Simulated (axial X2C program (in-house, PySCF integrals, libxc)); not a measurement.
## RbBr⁺: from the spin-free to the two-component result

Calculated with an in-house all-electron X2C program for linear molecules (integrals from PySCF). Spin-free means the one-electron spin-free X2C Hamiltonian; two-component (2c) means X2C with spin–orbit coupling and atomic mean-field two-electron Coulomb and Gaunt terms, so the difference of the two also holds small scalar two-electron terms. Basis: Rb dyall-cv3z [12s13p8d4f1g], Br dyall-cv3z [8s9p6d4f1g] (cores contracted in-house); Gaussian nuclei, density fitting, unrestricted open shells. Masses: Rb 84.912 u, Br 78.918 u.

Spin-free state: M_S = 1/2, Λ = 1 (beyond evenly filled blocks: π+α, π+β, π-α); fragments Rb+ + Br.

| level | Re (Å) | ωe (cm⁻¹) | De (eV) | μ (D) |
| --- | --- | --- | --- | --- |
| PBE0 | 3.546 | 62.9 | 0.148 | -6.89 |
| HF | 3.730 | 51.9 | 0.023 | -7.57 |
| MP2 | 3.543 | 65.0 | 0.198 | n/a |
| CCSD | 3.576 | 62.6 | 0.193 | n/a |
| CCSD(T) | 3.563 | 63.8 | 0.187 | n/a |
| LDA | 3.369 | 80.1 | 0.286 | -6.27 |

Correlated methods: 15 electrons correlated (number of frozen shells: Rb 3 s, 2 p, 1 d; Br 3 s, 2 p, 1 d), 277 virtual spin orbitals or spinors in MP2, 90 natural virtuals in coupled cluster.

Dipoles are positive if Br is the positive end and refer to the centre of mass.

**Question.** Within this multiplet, which Ω should lie lowest by the rule for regular and inverted multiplets?

**Answer.** The open π shell holds three electrons, one hole, so the multiplet is inverted: Ω = Λ + 1/2 = 3/2. The PBE0 2c search agrees.

Two-component determinant lowest at the distance of the search:

Ω = 3/2 (⟨Sz⟩ = 0.50, ⟨Lz⟩ = 1.00 at HF); fragments Rb+ + Br.

```csv
level,Re (Å),ωe (cm⁻¹),De (eV),μ (D)
PBE0,3.546,63.0,0.202,-6.88
HF,3.730,52.0,0.011,-7.57
MP2,3.544,65.1,0.204,n/a
CCSD,3.577,62.7,0.197,n/a
CCSD(T),3.563,63.9,0.192,n/a
LDA,3.369,80.2,0.288,-6.26
```

**Question.** From the two tables, how do the constants change at the CCSD(T) level (2c against spin-free)?

**Answer.** At the CCSD(T) level Re is unchanged within 0.001 Å and ωe stays the same within 0.2 cm⁻¹; De changes by 0.005 eV.

Occupations by symmetry block were frozen at the best pattern of an incomplete PBE0 search. Dissociation energies refer to the lowest single-determinant-based atoms at the same level and basis. Density functionals use the spin component along the axis (collinear). Coupled cluster ran in a truncated set of natural virtual spinors; the MP2 energy of the rest was added. (T) has no such correction and the atoms are truncated less, which lowers De at CCSD(T) by a hundredth of an eV or more. PBE0 can misorder states that lie within some tenths of an eV, so this need not be the ground state of the molecule. The nearest other spin-free determinant of the search, M_S = 1/2, Λ = 0, lies 0.20 eV up at the distance of the search. The functionals have no current-density term, which raises determinants with orbital currents, atoms included. The atomic limit has a lower orbital projection than the molecule and lies lower at mean-field level, so De may be about a tenth of an eV too small.
